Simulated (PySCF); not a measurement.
Pb(OMe)(NH2) (CH5NOPb), SMILES C[O][Pb][NH2] (connectivity only; charge and spin as stated), neutral, multiplicity 1.

Coordinates come from a PBE0-D3(BJ)/def2-SVP optimisation. The def2 effective core potentials stand for the cores of Pb; spin–orbit coupling is left out. The values are those of a single conformer.

Calculation: PBE/def2-TZVP (PySCF).

Symmetry labels are those of the subgroup Cs that the program uses (full group Cs).

Computed valence orbital energies around the gap with their symmetry:
```json
[
 {"orbital": "HOMO−7", "symmetry": "A'", "energy (eV)": "-11.35"},
 {"orbital": "HOMO−6", "symmetry": "A\"", "energy (eV)": "-10.03"},
 {"orbital": "HOMO−5", "symmetry": "A'", "energy (eV)": "-9.86"},
 {"orbital": "HOMO−4", "symmetry": "A'", "energy (eV)": "-9.59"},
 {"orbital": "HOMO−3", "symmetry": "A'", "energy (eV)": "-7.04"},
 {"orbital": "HOMO−2", "symmetry": "A\"", "energy (eV)": "-5.85"},
 {"orbital": "HOMO−1", "symmetry": "A'", "energy (eV)": "-5.75"},
 {"orbital": "HOMO", "symmetry": "A\"", "energy (eV)": "-5.44"},
 {"orbital": "LUMO", "symmetry": "A\"", "energy (eV)": "-2.33"},
 {"orbital": "LUMO+1", "symmetry": "A'", "energy (eV)": "-0.93"},
 {"orbital": "LUMO+2", "symmetry": "A'", "energy (eV)": "-0.42"},
 {"orbital": "LUMO+3", "symmetry": "A'", "energy (eV)": "1.15"}
]
```
